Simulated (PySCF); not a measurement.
Deuteron quadrupole couplings in spiro(2.5)octane

Species: spiro(2.5)octane, C8H14.
Cartesian coordinates in Å at the PBE0-D3(BJ)/def2-SVP level; atoms count from 1:
```
atom  x, y, z in Å
C1    -2.1464   -0.3709   -0.2468
C2    -1.4943    0.9876   -0.4856
C3    -0.2862    1.1900    0.4245
C4     0.7019    0.0503    0.2835
C5     0.0680   -1.3076    0.5059
C6    -1.1404   -1.5072   -0.4044
C7     1.7723    0.1672   -0.7671
C8     2.1262    0.2648    0.6912
H9    -2.9981   -0.5141   -0.9315
H10   -2.5643   -0.3970    0.7765
H11   -2.2266    1.7979   -0.3376
H12   -1.1645    1.0509   -1.5380
H13    0.2096    2.1500    0.2068
H14   -0.6230    1.2428    1.4765
H15   -0.2507   -1.3845    1.5621
H16    0.8128   -2.1042    0.3457
H17   -1.6202   -2.4779   -0.1986
H18   -0.7964   -1.5433   -1.4536
H19    1.8092    1.0800   -1.3690
H20    2.0654   -0.7365   -1.3095
H21    2.6616   -0.5724    1.1487
H22    2.4052    1.2448    1.0894
```

Level: PBE0/pcSseg-1 (PySCF, non-relativistic); Q(2H) = 0.00286 b; rigid geometry, the same for H and D, with no vibrational averaging.

Problem. Rank these positions by the coupling χzz of a deuteron there, largest first.
A. H21 (methylene hydrogen)
B. H17 (methylene hydrogen)
C. H18 (methylene hydrogen)

Solution. A (206 kHz), B (194 kHz), C (190 kHz).

Problem. What are Vzz, η and χzz (234.96 MHz × Q × Vzz) at all hydrogens?

Solution. 
```json
{"atom": "H9", "bonded to": "C1", "bond length (Å)": "1.102", "Vzz (au)": "0.2886", "η": "0.02", "χzz (kHz)": "194"}
{"atom": "H10", "bonded to": "C1", "bond length (Å)": "1.106", "Vzz (au)": "0.2813", "η": "0.01", "χzz (kHz)": "189"}
{"atom": "H11", "bonded to": "C2", "bond length (Å)": "1.102", "Vzz (au)": "0.2885", "η": "0.02", "χzz (kHz)": "194"}
{"atom": "H12", "bonded to": "C2", "bond length (Å)": "1.105", "Vzz (au)": "0.2825", "η": "0.02", "χzz (kHz)": "190"}
{"atom": "H13", "bonded to": "C3", "bond length (Å)": "1.102", "Vzz (au)": "0.2868", "η": "0.02", "χzz (kHz)": "193"}
{"atom": "H14", "bonded to": "C3", "bond length (Å)": "1.106", "Vzz (au)": "0.2811", "η": "0.01", "χzz (kHz)": "189"}
{"atom": "H15", "bonded to": "C5", "bond length (Å)": "1.106", "Vzz (au)": "0.2811", "η": "0.01", "χzz (kHz)": "189"}
{"atom": "H16", "bonded to": "C5", "bond length (Å)": "1.102", "Vzz (au)": "0.2869", "η": "0.02", "χzz (kHz)": "193"}
{"atom": "H17", "bonded to": "C6", "bond length (Å)": "1.102", "Vzz (au)": "0.2884", "η": "0.02", "χzz (kHz)": "194"}
{"atom": "H18", "bonded to": "C6", "bond length (Å)": "1.105", "Vzz (au)": "0.2825", "η": "0.02", "χzz (kHz)": "190"}
{"atom": "H19", "bonded to": "C7", "bond length (Å)": "1.094", "Vzz (au)": "0.3064", "η": "0.08", "χzz (kHz)": "206"}
{"atom": "H20", "bonded to": "C7", "bond length (Å)": "1.094", "Vzz (au)": "0.3064", "η": "0.08", "χzz (kHz)": "206"}
{"atom": "H21", "bonded to": "C8", "bond length (Å)": "1.094", "Vzz (au)": "0.3062", "η": "0.08", "χzz (kHz)": "206"}
{"atom": "H22", "bonded to": "C8", "bond length (Å)": "1.094", "Vzz (au)": "0.3062", "η": "0.08", "χzz (kHz)": "206"}
```

Problem. Give the 2H NMR doublet splittings at H12 for a magnetic field along the z, y and x axes of the gradient: 3χ/2, 3χ(1 + η)/4, 3χ(1 − η)/4.

Solution. With |χ| = 189.8 kHz and η = 0.019: 285, 145 and 140 kHz, to first order and without motion.

Geometry: PBE0-D3(BJ)/def2-SVP, one conformer, isolated molecule. These gradients aren't converged with respect to the basis.
